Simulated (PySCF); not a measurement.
# Ho (holmium, neutral) across methods

[Xe] 4f11 6s2, one real determinant. Calculation: PySCF 2.14, in cc-pwCVTZ-X2C with one added diffuse shell of g type (12s11p9d7f5g1h, 195 functions); the spin-free X2C one-electron Hamiltonian (Gaussian nucleus).

```csv
method,E (hartree),mean ε 4f β (eV),mean ε 6s α (eV),mean ε 6s β (eV),Σ⟨r²⟩ (bohr²),⟨S²⟩
PBE0,-12615.62,-4.715,-4.329,-4.248,77.15,3.754
PBE,-12615.81,-2.294,-3.824,-3.738,76.68,3.754
UHF,-12611.24687,-11.733,-5.197,-5.119,81.49,3.756
LDA,-12607.08,-2.326,-3.975,-3.890,75.63,3.754
```

Estimate the same row for r2SCAN.

E (hartree) = -12615.99; mean ε 4f β (eV) = -2.462; mean ε 6s α (eV) = -3.917; mean ε 6s β (eV) = -3.802; Σ⟨r²⟩ (bohr²) = 77.36; ⟨S²⟩ = 3.755.

⟨L²⟩ = 34.01 against 42 for a pure I term, so this real determinant mixes terms. Spin-orbit coupling, absent here, splits the open shell strongly.
